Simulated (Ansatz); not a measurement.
Two isomers of C3H7BO: A = `BCC1CO1`, B = `CB/C=C/O`.

Isolated molecules relaxed with PBE0-D4/def2-TZVP in Ansatz; ΔE leaves out vibrations. CCSD(T)/CBS is the MP2 limit (def2-TZVPP, def2-QZVPP) plus CCSD(T) − MP2 in def2-TZVPP, frozen cores. Functionals use def2-TZVPP. B3LYP here is the variant with VWN-RPA as its local correlation; programs differ in this. Each species was taken in one conformer, which may not be the lowest.

Question: Which is lower in electronic energy at CCSD(T)/CBS, and by how much? (Best estimate.)

Answer: Ansatz gave: B, by 141.9 kJ/mol.

Question: Give E(B) − E(A) in kJ/mol with HF/def2-TZVPP, PBE-D4, B3LYP-D4, r2SCAN-D4, CCSD(T)/def2-TZVPP, MP2/def2-TZVPP, PBE0-D4. (Estimate.)

Answer: Ansatz gave: HF/def2-TZVPP -142.6, PBE-D4 -145.7, B3LYP-D4 -153.4, r2SCAN-D4 -147.3, CCSD(T)/def2-TZVPP -139.3, MP2/def2-TZVPP -136.8, PBE0-D4 -139.0. None reverses the order clearly.

Largest T1 diagnostic: 0.013.

In def2-TZVPP, CCSD(T) changes the Hartree–Fock value by +3.3 kJ/mol (the triples alone add −2.6 kJ/mol) and MP2 by +5.8 kJ/mol. From PBE to PBE0 (25 % exact exchange), in def2-TZVPP and without D4, E(B) − E(A) moves by +6.8 kJ/mol.
